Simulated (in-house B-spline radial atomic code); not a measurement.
Configurations of Nd II (Nd+), with energies counted from [Xe] 4f4 6s1. Level of theory: scalar-relativistic (X2C) B97-1, spin-polarised, spherical fractional occupations, exact exchange averaged over the configuration, Fermi nucleus of rms radius 4.9123 fm; calculated with a radial B-spline atomic code at the basis-set limit. Shells without spins written out take the highest spin.

Occupations are held fixed; configurations that lie above the ionisation limit could autoionise.

```
                configuration  E - E(ref) (eV)  highest orbital  its <r> (bohr)
             [Xe] 4f3 6s1 7d1           12.121            7d up           12.52
[Kr] 4d10 4f4 5s2 5p5 6s1 6p1           23.022            6p up           4.518
 [Kr] 4d9 4f4 5s2 5p6 6s1 6p1           119.48            6p up           4.476
```

(1) Order these further configurations by energy, lowest first.
A. [Kr] 4d10 4f4 5s2 5p5 6s2
B. [Kr] 4d9 4f5 5s2 5p6 6s1
C. [Kr] 4d9 4f4 5s2 5p6 5d1 6s1

Results:

(1) A (20.108 eV), B (111.67 eV), C (115.87 eV).
